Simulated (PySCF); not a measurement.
C$_{2}$H$_{2}$Cl (SMILES C=[C]Cl), doublet, geometry from GFN2-xTB; R2SCAN/pcseg-1 (PySCF).

Here is a job for PySCF.
```python
from pyscf import gto, scf, dft

mol = gto.M(
    atom='''
C     0.102105    0.675208    0.004852
C     1.347315    1.045071    0.011872
Cl   -0.734862   -0.751237   -0.007677
H     2.192663    0.358067    0.010416
H     1.603463    2.091291    0.019749
''',
    basis='pcseg-1',
    charge=0,
    spin=1,
    verbose=4,
)

mf = dft.UKS(mol)
mf.xc = 'r2scan'
mf.kernel()
```

Question: Write the output that PySCF gives for this input, abridged.

Answer: 
```
PySCF version 2.14.0

[INPUT] verbose = 4
[INPUT] num. atoms = 5
[INPUT] num. electrons = 31
[INPUT] charge = 0
[INPUT] spin (= nelec alpha-beta = 2S) = 1
[INPUT] symmetry False subgroup None
[INPUT] Mole.unit = angstrom
[INPUT] Symbol           X                Y                Z      unit          X                Y                Z       unit  Magmom
[INPUT]  1 C      0.102105000000   0.675208000000   0.004852000000 AA    0.192950485949   1.275958197115   0.009168951156 Bohr   0.0
[INPUT]  2 C      1.347315000000   1.045071000000   0.011872000000 AA    2.546056353518   1.974897970725   0.022434828551 Bohr   0.0
[INPUT]  3 Cl    -0.734862000000  -0.751237000000  -0.007677000000 AA   -1.388687919350  -1.419632184640  -0.014507427458 Bohr   0.0
[INPUT]  4 H      2.192663000000   0.358067000000   0.010416000000 AA    4.143532553467   0.676648564245   0.019683387313 Bohr   0.0
[INPUT]  5 H      1.603463000000   2.091291000000   0.019749000000 AA    3.030105920873   3.951967236768   0.037320201234 Bohr   0.0

nuclear repulsion = 81.4374218883864
number of shells = 13
number of NR pGTOs = 108
number of NR cGTOs = 56
basis = pcseg-1
ecp = {}

******** <class 'pyscf.dft.uks.UKS'> ********
method = UKS
initial guess = minao
damping factor = 0
level_shift factor = 0
DIIS = <class 'pyscf.scf.diis.CDIIS'>
diis_start_cycle = 1
diis_space = 8
diis_damp = 0
SCF conv_tol = 1e-09
SCF conv_tol_grad = None
SCF max_cycles = 50
direct_scf = True
direct_scf_tol = 1e-13
number electrons alpha = 16  beta = 15
XC library pyscf.dft.libxc version 7.1.2
    S. Lehtola, C. Steigemann, M. J. T. Oliveira, and M. A. L. Marques,  SoftwareX 7, 1–5 (2018)
XC functionals = r2scan
    J. W. Furness, A. D. Kaplan, J. Ning, J. P. Perdew, and J. Sun,  J. Phys. Chem. Lett. 11, 8208–8215 (2020)
    J. W. Furness, A. D. Kaplan, J. Ning, J. P. Perdew, and J. Sun,  J. Phys. Chem. Lett. 11, 9248–9248 (2020)
    J. W. Furness, A. D. Kaplan, J. Ning, J. P. Perdew, and J. Sun,  J. Phys. Chem. Lett. 11, 8208–8215 (2020)
    J. W. Furness, A. D. Kaplan, J. Ning, J. P. Perdew, and J. Sun,  J. Phys. Chem. Lett. 11, 9248–9248 (2020)
radial grids:
    Treutler-Ahlrichs [JCP 102, 346 (1995); DOI:10.1063/1.469408] (M4) radial grids

becke partition: Becke, JCP 88, 2547 (1988); DOI:10.1063/1.454033
pruning grids: <function nwchem_prune>
grids dens level: 3
symmetrized grids: False
atomic radii adjust function: <function treutler_atomic_radii_adjust>
small_rho_cutoff = 0
Set gradient conv threshold to 3.16228e-05
tot grids = 66736
init E= -537.683188908658

cycle= 1 E= -537.362297610405  delta_E= 0.321  |g|= 0.222  |ddm|= 1.81
cycle= 2 E= -537.31000652176  delta_E= 0.0523  |g|= 0.369  |ddm|= 0.573
cycle= 3 E= -537.388337196051  delta_E= -0.0783  |g|= 0.0727  |ddm|= 0.45
cycle= 4 E= -537.391411663266  delta_E= -0.00307  |g|= 0.025  |ddm|= 0.105
cycle= 5 E= -537.39176252564  delta_E= -0.000351  |g|= 0.0139  |ddm|= 0.0427
cycle= 6 E= -537.391911815903  delta_E= -0.000149  |g|= 0.00296  |ddm|= 0.0257
cycle= 7 E= -537.391938694142  delta_E= -2.69e-05  |g|= 0.00169  |ddm|= 0.0105
cycle= 8 E= -537.391949357817  delta_E= -1.07e-05  |g|= 0.000752  |ddm|= 0.00857
cycle= 9 E= -537.391951173881  delta_E= -1.82e-06  |g|= 0.000142  |ddm|= 0.00442
cycle= 10 E= -537.391951212444  delta_E= -3.86e-08  |g|= 3.78e-05  |ddm|= 0.00061
cycle= 11 E= -537.391951214119  delta_E= -1.68e-09  |g|= 1.46e-05  |ddm|= 0.00012
cycle= 12 E= -537.39195121426  delta_E= -1.41e-10  |g|= 5.83e-06  |ddm|= 3.15e-05
Extra cycle  E= -537.391951214212  delta_E= 4.84e-11  |g|= 1.1e-05  |ddm|= 1.86e-05
converged SCF energy = -537.391951214212  <S^2> = 0.76516375  2S+1 = 2.0151067
```
